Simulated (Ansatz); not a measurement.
Stepwise reaction of `C[NH][Al]([Cl])[Cl]` with hydrogen fluoride, as a gas-phase model of exchange steps in deposition or etching. ΔE in kJ/mol; ΔG adds harmonic PBE0-D4 terms to CCSD(T)/CBS, at 1 bar.

Computed with Ansatz on PBE0-D4/def2-TZVP structures; ΔE is electronic, products minus reactants. CCSD(T)/CBS is the MP2 limit (def2-TZVPP, def2-QZVPP) plus CCSD(T) − MP2 in def2-TZVPP, frozen cores. This one scheme is used for every species. DFT in def2-TZVPP. B3LYP here is the variant with VWN-RPA as its local correlation; programs differ in this. One conformer a species, not always the lowest.

```csv
step,reaction,PBE-D4,B3LYP-D4,ωB97M-V,CCSD(T)/CBS,ΔG(500 K)
2,`C[NH][Al]([F])[Cl]` + H–F → `C[NH][Al]([F])[F]` + HCl,-16.2,-22.2,-19.3,-18.0,-23.6
```

Question: Give the row of step 1, `C[NH][Al]([Cl])[Cl]` + H–F → `C[NH][Al]([F])[Cl]` + HCl. (Estimate.)

Answer: Computed: 
| step | reaction | PBE-D4 | B3LYP-D4 | ωB97M-V | CCSD(T)/CBS | ΔG(500 K) |
| --- | --- | --- | --- | --- | --- | --- |
| 1 | `C[NH][Al]([Cl])[Cl]` + H–F → `C[NH][Al]([F])[Cl]` + HCl | -15.8 | -21.9 | -19.2 | -17.0 | -23.1 |

Question: By hand: ΔE of the 2 steps together at CCSD(T)/CBS.

Answer: (-17.0) + (-18.0) = -35.0 kJ/mol, or -17.5 kJ/mol a step.

In ΔE the steps differ by no more than 1.0 kJ/mol. All are downhill at CCSD(T)/CBS. ΔG lies between -23.6 and -23.1 kJ/mol a step. PBE-D4 differs from CCSD(T)/CBS by 1.2 to 1.8 kJ/mol a step. Isolated molecules leave out the surface, adducts and barriers. Largest T1 diagnostic: 0.012.
